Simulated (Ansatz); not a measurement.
Wavefunction ladder for `CB(Cl)CN`

| atom | x (Å) | y (Å) | z (Å) |
| --- | --- | --- | --- |
| C1 | 0.574 | 1.576 | 0.876 |
| B2 | 0.576 | 0.172 | 0.203 |
| Cl3 | 2.094 | -0.735 | 0.157 |
| C4 | -0.709 | -0.476 | -0.393 |
| N5 | -0.544 | -1.624 | -1.256 |
| H6 | 1.085 | 2.279 | 0.205 |
| H7 | -0.431 | 1.965 | 1.052 |
| H8 | 1.138 | 1.591 | 1.811 |
| H9 | -1.261 | 0.316 | -0.919 |
| H10 | -1.321 | -0.665 | 0.516 |
| H11 | -1.393 | -2.167 | -1.331 |
| H12 | 0.192 | -2.231 | -0.921 |

Total charge 0; spin multiplicity 1. The geometry is a stationary point of PBE0-D4/def2-TZVP. It is one conformer, not always the lowest. Frozen core, restricted reference, Ansatz 0.2.0. CBS rows extrapolate triple and quadruple zeta; past MP2 they add the triple-zeta difference.

```tsv
basis	HF (Eh)	MP2 corr.	CCSD corr.	(T)	CCSD(T) total
def2-TZVPP	?	-0.85397	?	?	?
def2-QZVPP	-618.58747	-0.91738	–	–	–
CBS(def2)	-618.59027	?	-1.01697	as TZ	?
```

Task: Fill in the withheld values. (Estimate.)

Result: Computed: def2-TZVPP HF (Eh): -618.56719; def2-TZVPP CCSD corr.: -0.90660; def2-TZVPP (T): -0.03663; def2-TZVPP CCSD(T) total: -619.51042; CBS(def2) MP2 corr.: -0.96435; CBS(def2) CCSD(T) total: -619.64387.
